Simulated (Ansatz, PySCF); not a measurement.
Noncovalent pair: AsH3 (SMILES [AsH3]) (first 4 atoms) with HBr (SMILES Br); geometry from B3LYP-D3(BJ)/def2-TZVP, rigid monomers moved along the line of their centres of mass till As1···H6 is 2.33 Å.
(charge 0, multiplicity 1):
```xyz
6

As    -0.246    -0.200     0.144
H     -0.931     0.733    -0.842
H     -0.416    -1.419    -0.748
H      1.145     0.109    -0.387
Br    -1.062    -0.238     3.827
H     -0.751    -0.223     2.421
```

Counterpoise-corrected where a basis set is named; no monomer relaxation.

Frozen-core correlation. Filled d and f shells under p-block atoms count as core. CBS: X⁻³ extrapolation of the correlation energy, Hartree–Fock from the larger set.

Run with Ansatz (Gaussian basis) for Hartree–Fock, density functionals and correlated methods; PySCF for the dispersion terms. Values without a source in brackets are computed.

PBE/def2-TZVPPD gives -111.3 meV for the interaction energy.

Where do these levels fall relative to PBE: PBE-D3(BJ)/def2-TZVPPD, r2SCAN/def2-TZVPPD, PBE0/def2-TZVPPD, wB97M-V/def2-TZVPPD, MP2/CBS(aug-cc-pVDZ, aug-cc-pVTZ), CCSD(T)/CBS(aug-cc-pVDZ, aug-cc-pVTZ).

PBE-D3(BJ)/def2-TZVPPD -42.1; r2SCAN/def2-TZVPPD 17.7; PBE0/def2-TZVPPD 18.8; wB97M-V/def2-TZVPPD 58.5; MP2/CBS(aug-cc-pVDZ, aug-cc-pVTZ) 21.4; CCSD(T)/CBS(aug-cc-pVDZ, aug-cc-pVTZ) 55.1 meV. 5 of 6 lie above PBE; the widest gap is to wB97M-V/def2-TZVPPD.

Ansatz is a program for electronic structure.
